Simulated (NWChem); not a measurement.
ditellurium (Te2, triplet); SMILES [Te]=[Te]

All runs: NWChem. Spin-unrestricted. Medium grid unless said otherwise, to which SCAN and Minnesota functionals are sensitive. Structure relaxed at the PBE0/def2-SVP, spin-unrestricted level. No stability test was run on the SCF state. def2 effective core potentials on Te; no spin-orbit coupling.

Problem. Estimate the computed values for M06/def2-TZVP. Quantities: highest occupied level (eV); lowest empty minus highest occupied level, either spin (eV); <S²>.

Solution. 
```json
{
  "highest occupied level (eV)": "-6.09",
  "lowest empty minus highest occupied level, either spin (eV)": "2.61",
  "<S²>": "2.01"
}
```
